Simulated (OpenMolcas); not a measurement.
**I3+: effect of the active space**

```
Program             : OpenMolcas
Method              : SS-CASPT2 or its RAS form, IPEA 0.25 Eh, imaginary shift 0.1 Eh
Basis               : ANO-RCC-VTZP
Scalar Hamiltonian  : DKH2, point nucleus
Spin-orbit coupling : state interaction with AMFI integrals over the reference wave functions, term energies averaged over their components
```

A. 2 electrons in 3 orbitals (5p); 2S+1 = 3 even, 3 roots; 2S+1 = 1 even, 6 roots; closed shells correlated: 4d 5s; CASPT2 step roughly 1.7 core-seconds
B. 4 electrons in 4 orbitals (5s 5p); 2S+1 = 3 even, 6 roots; 2S+1 = 1 even, 12 roots; 2S+1 = 5 odd, 1 root; 2S+1 = 3 odd, 9 roots; 2S+1 = 1 odd, 8 roots; closed shells correlated: 4d; CASPT2 step about 6 core-seconds
C. 4 electrons in 8 orbitals (5s 5p 6s 6p); 2S+1 = 3 even, 3 roots; 2S+1 = 1 even, 12 roots; 2S+1 = 5 odd, 1 root; 2S+1 = 3 odd, 9 roots; 2S+1 = 1 odd, 8 roots; closed shells correlated: 4d; CASPT2 step about 18 core-seconds
D. 4 electrons in 9 orbitals (RAS2 5s 5p; RAS3 5d, at most 2 electrons); 2S+1 = 3 even, 6 roots; 2S+1 = 1 even, 12 roots; 2S+1 = 5 odd, 1 root; 2S+1 = 3 odd, 8 roots; 2S+1 = 1 odd, 8 roots; closed shells correlated: 4d; CASPT2 step roughly 24 core-seconds

Energies in cm-1 above 5s2 5p2 3P0.

| Level | A | B | C | D |
| --- | --- | --- | --- | --- |
| 5s2 5p2 3P0 | 0.0 | 0.0 | 0.0 | 0.0 |
| 5s2 5p2 3P1 | 6040 | 5960 | 5770 | 5890 |
| 5s2 5p2 3P2 | 10110 | 9890 | 9840 | 9940 |
| 5s2 5p2 1D2 | 21210 | 20710 | 20870 | 20960 |
| 5s2 5p2 1S0 | 36080 | 36530 | 36780 | 36260 |

Among A to D the level of the table that moves most is 5s2 5p2 1S0, by 700 cm-1 (lowest in A, highest in C). Moves below CASPT2's spread within the term are not significant.

Term energies are means over components that CASPT2 splits; among the terms shown or strongly mixed into the levels shown the widest spread is 92 cm-1 (5s2 5p2 1D, A). Over all roots computed the reference weight is 0.83 to 0.94 in B, 0.81 to 0.94 in C; the roots of lowest weight are the least certain, and an intruder state may touch them. With the s shell closed, the reference lacks s² → p² mixing (holds for A). Active for correlation alone: 6p 6s; no level in the range computed is led by a configuration that fills them, so any true level of that kind is missing (holds for C). The run also gave levels led by 5s 5p2 5d, 5s2 5p 5d, which use shells meant for correlation; these and all levels above them are left out (holds for D). Levels of configurations outside the active space are missing. Levels that lie high or do not pair safely by name in every column are left out.
